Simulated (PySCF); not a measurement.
A small calculation by hand: entropy of an ideal gas

ZrH₄, SMILES [ZrH4], multiplicity 1.

The structure is a stationary point at PBE-D3(BJ)/def2-TZVPD. The spin state was assumed, not searched. The def2 effective core potentials stand for the cores of Zr; spin–orbit coupling is left out.

PBE-D3(BJ)/def2-TZVPD run with PySCF gives the harmonic wavenumbers 525, 525, 525, 621, 621, 1646, 1646, 1646, 1702 cm⁻¹ and the rotational temperatures 2.6310, 2.6310, 2.6310 K. The molar mass is 95.26 g/mol, the symmetry number 12, the spin multiplicity 1.

Question: Work out the entropy at 298.15 K and 1 atm in the rigid-rotor, harmonic-oscillator model.

Answer: 
Translation (Sackur–Tetrode at 1 atm): S = R[1.5 ln M + 2.5 ln T − 1.16487] = 165.6 J/(mol K).
Rotation: q = (√π/σ) T^1.5/√(θA θB θC) = 178, S = R[ln q + 3/2] = 55.6 J/(mol K).
Vibration: with u = 1.4388 ν/T, each mode gives R[u/(e^u − 1) − ln(1 − e^−u)]:
```csv
ν (cm⁻¹),modes,u,S (J/(mol K))
525,3,2.53,7.51
621,2,3.00,3.47
1646,3,7.94,0.08
1702,1,8.21,0.02
```
These are all the modes. Sum 11.1 J/(mol K).
Spin: R ln 1 = 0.0 J/(mol K).
Total 232.2 J/(mol K); the program's own thermochemistry gives 232.2. Translation makes up 71 % and vibration 5 %. Anharmonicity, hindered rotation and orbital degeneracy are left out.
